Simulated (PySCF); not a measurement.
C₃H₉ClSi₂. Atoms are numbered in the order given.

```xyz
15

C      2.3554    -0.8816    -0.0003
C      0.9942    -1.4133    -0.2944
C     -0.1449    -0.7071    -0.4613
Si    -1.7550    -1.6065    -0.7935
Si    -0.1839     1.1568    -0.3771
Cl     0.3657     1.8379     1.5109
H      2.7299    -1.3074     0.9457
H      2.3868     0.2129     0.0905
H      3.0663    -1.1946    -0.7832
H      0.9488    -2.5111    -0.3711
H     -2.3507    -1.1715    -2.0959
H     -1.4977    -3.0792    -0.8392
H     -2.7584    -1.3091     0.2754
H      0.7481     1.7931    -1.3524
H     -1.5734     1.6314    -0.6325
```
Charge 0, spin multiplicity 1.

Geometry: PBE0-D3(BJ)/def2-SVP. The structure was generated by enumeration; whether it is a known compound was not checked. Other conformers were not sampled.

Calculation: PySCF with PBE/pcSseg-1.

GIAO shieldings, no solvent; atoms listed in one row are averaged. δ = σ(ref) − σ: ¹³C against TMS (σ = 182.0 ppm); ²⁹Si against TMS (σ = 335.4 ppm); ³⁵Cl against HCl (σ = 936.5 ppm); ¹H against TMS (σ = 31.49 ppm), references at their B3LYP-D3(BJ)/def2-TZVP geometries, non-relativistic (without spin–orbit terms, shifts of atoms bonded to Cl or Br come out too high).

```tsv
nucleus	atoms	count	δ (ppm)
¹³C	C2	1	174.7
¹³C	C3	1	131.6
¹³C	C1	1	29.9
²⁹Si	Si5	1	-25.4
²⁹Si	Si4	1	-60.2
³⁵Cl	Cl6	1	-19.4
¹H	H10	1	7.66
¹H	H14	1	5.92
¹H	H15	1	5.61
¹H	H11, H12, H13	3	4.64
¹H	H7, H8, H9	3	2.50
```
